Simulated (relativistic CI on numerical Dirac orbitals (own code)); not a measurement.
## Cr4+ (3d2) in a crystal field

Calculated by Dirac-Coulomb-Breit CI, separate exchange-only KLI orbitals for each configuration, model QED (radiative potential, 1s self-energy scaled to tabulated hydrogen-like ionisation energies), valence Slater integrals scaled by 0.8, one configuration in a parametric crystal field (own radial code).

Field parameters in Wybourne normalisation: Oh B⁴₀ = 21Dq, B⁴₄ = √(5/14) B⁴₀. The field is a parameter set, without covalency.

S is read from ⟨S²⟩ = S(S + 1).

Powder χT (cm³ K mol⁻¹) by Van Vleck's formula, with temperature-independent terms:

| Field | 2 K | 5 K | 10 K | 20 K | 50 K | 100 K | 200 K | 300 K |
| --- | --- | --- | --- | --- | --- | --- | --- | --- |
| Oh, 10Dq = 5000 cm⁻¹ | 0.00447 | 0.0112 | 0.0225 | 0.0471 | 0.123 | 0.241 | 0.464 | 0.661 |
| Oh, 10Dq = 17000 cm⁻¹ | 0.0169 | 0.0416 | 0.0723 | 0.107 | 0.181 | 0.296 | 0.518 | 0.702 |
| Oh, 10Dq = 21000 cm⁻¹ | 0.0224 | 0.0537 | 0.0857 | 0.119 | 0.192 | 0.307 | 0.528 | 0.71 |
| Oh, 10Dq = 25000 cm⁻¹ | 0.0283 | 0.0652 | 0.0969 | 0.128 | 0.201 | 0.317 | 0.538 | 0.717 |
| Oh, 10Dq = 29000 cm⁻¹ | 0.0344 | 0.0756 | 0.106 | 0.137 | 0.209 | 0.325 | 0.546 | 0.723 |
| Oh, 10Dq = 33000 cm⁻¹ | 0.0404 | 0.0847 | 0.114 | 0.144 | 0.216 | 0.332 | 0.553 | 0.728 |
| Oh, 10Dq = 37000 cm⁻¹ | 0.0463 | 0.0928 | 0.121 | 0.15 | 0.222 | 0.339 | 0.559 | 0.732 |
| Oh, 10Dq = 41000 cm⁻¹ | 0.052 | 0.0999 | 0.127 | 0.155 | 0.227 | 0.344 | 0.564 | 0.736 |

(1) For Oh, 10Dq = 5000 cm⁻¹: what effective moment follows at 300 K?

## Answers

(1) μ_eff = √(8χT) = 2.30 μB. The ground level has S = 1.00; the spin-only moment for S = 1 is 2.83 μB. The difference comes from the orbital moment, spin-orbit mixing of terms and temperature-independent paramagnetism, all larger in this ionic model than in covalent complexes.
